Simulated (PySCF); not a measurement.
FH₃O₂SeSi, SMILES [SeH][Si](F)(O)O. Atoms are numbered in the order given.

```xyz
8

O     -1.6042    -1.2071     0.6087
Si    -0.8333     0.0711    -0.0716
O     -1.4681     1.4246     0.6251
F     -1.1019     0.1278    -1.6714
Se     1.4142    -0.1503     0.1786
H     -2.4932    -1.0335     0.9449
H     -1.0461     2.2701     0.4319
H      1.6186    -0.0124    -1.2753
```

Geometry: B3LYP-D3(BJ)/def2-SVP. The structure was generated by enumeration, and PubChem lists no compound with its InChIKey, so it may never have been made. The values are those of a single conformer.

Method: PySCF 2.14.0 with TDDFT-PBE/def2-SVPD.

Vertical excitations. Isolated molecule, no solvent.

```json
[
 {"state": "S1", "energy (eV)": "5.17", "λ (nm)": "240", "f": "0.039", "main pairs": "HOMO→LUMO 97 %"},
 {"state": "S2", "energy (eV)": "5.36", "λ (nm)": "232", "f": "0.004", "main pairs": "HOMO→LUMO+1 97 %"},
 {"state": "S3", "energy (eV)": "6.26", "λ (nm)": "198", "f": "0.006", "main pairs": "HOMO→LUMO+2 90 %"},
 {"state": "S4", "energy (eV)": "6.33", "λ (nm)": "196", "f": "0.031", "main pairs": "HOMO→LUMO+3 91 %"},
 {"state": "S5", "energy (eV)": "6.96", "λ (nm)": "178", "f": "0.026", "main pairs": "HOMO→LUMO+4 59 %, HOMO−1→LUMO 29 %"},
 {"state": "S6", "energy (eV)": "7.00", "λ (nm)": "177", "f": "0.043", "main pairs": "HOMO−1→LUMO 43 %, HOMO→LUMO+4 34 %, HOMO−2→LUMO 18 %"},
 {"state": "S7", "energy (eV)": "7.00", "λ (nm)": "177", "f": "0.034", "main pairs": "HOMO−2→LUMO 73 %, HOMO−1→LUMO 26 %"},
 {"state": "S8", "energy (eV)": "7.16", "λ (nm)": "173", "f": "0.002", "main pairs": "HOMO−2→LUMO+1 98 %"},
 {"state": "S9", "energy (eV)": "7.23", "λ (nm)": "171", "f": "0.012", "main pairs": "HOMO→LUMO+5 69 %, HOMO→LUMO+6 28 %"},
 {"state": "S10", "energy (eV)": "7.25", "λ (nm)": "171", "f": "0.005", "main pairs": "HOMO−1→LUMO+1 44 %, HOMO→LUMO+6 40 %, HOMO→LUMO+5 11 %"},
 {"state": "T1", "energy (eV)": "4.86", "λ (nm)": "255", "f": "0", "main pairs": "HOMO→LUMO 75 %, HOMO→LUMO+1 25 %"},
 {"state": "T2", "energy (eV)": "5.00", "λ (nm)": "248", "f": "0", "main pairs": "HOMO→LUMO+1 74 %, HOMO→LUMO 25 %"},
 {"state": "T3", "energy (eV)": "5.94", "λ (nm)": "209", "f": "0", "main pairs": "HOMO→LUMO+2 97 %"},
 {"state": "T4", "energy (eV)": "6.15", "λ (nm)": "202", "f": "0", "main pairs": "HOMO→LUMO+3 97 %"}
]
```
Triplets are in the Tamm–Dancoff approximation, which puts them higher than full response would, so one can lie above its singlet here.
